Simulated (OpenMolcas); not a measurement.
A calculation on neutral germanium.

```json
{
 "Program": "OpenMolcas 26.06",
 "Method": "XMS-CASPT2, IPEA 0.25 Eh, imaginary shift 0.1 Eh (closed shells correlated: 3d)",
 "Basis": "ANO-RCC-VQZP [7s6p4d2f1g]",
 "Scalar Hamiltonian": "DKH2, point nucleus",
 "Active space": "4 electrons in 4 orbitals (4s 4p)",
 "State averaging": "2S+1 = 3 even, 3 roots; 2S+1 = 1 even, 6 roots; 2S+1 = 5 odd, 1 root; 2S+1 = 3 odd, 5 roots",
 "Spin-orbit coupling": "RASSI with atomic mean-field integrals over the reference wave functions, term energies averaged over their components"
}
```

Task: Which level of the active space comes out lowest?

Result: 4s² 4p² ³P₀, with 100 % of that term; it is also the measured ground level.

Task: How high does 4s² 4p² ³P₂ lie?

Result: 1246 cm⁻¹ above the lowest level; measured 1410 cm⁻¹ above the ground level, so the calculation is off by -12 %.

Task: How high does 4s² 4p² ¹D₂ lie?

Result: 7730 cm⁻¹ above the lowest level; measured 7125 cm⁻¹ above the ground level, so the calculation is off by +8 %.

Task: How high does 4s² 4p² ¹S₀ lie?

Result: 17200 cm⁻¹ above the lowest level; measured 16367 cm⁻¹ above the ground level, so the calculation is off by +5 %.

Measured values: NIST Handbook of Basic Atomic Spectroscopic Data.

Term energies are means over components that CASPT2 splits; among the terms shown or strongly mixed into the levels shown the widest spread is 170 cm-1 (4s² 4p² ¹D). Over all roots computed the reference weight is 0.87 to 0.95; the roots of lowest weight are the least certain, and an intruder state may touch them. Computed and measured levels are paired by configuration, term and J; levels that our copy of the source lacks, or whose pairing is in doubt (as where it misses far off the trend of its configuration), stay unpaired and out of the deviations. Only configurations of the active space appear.
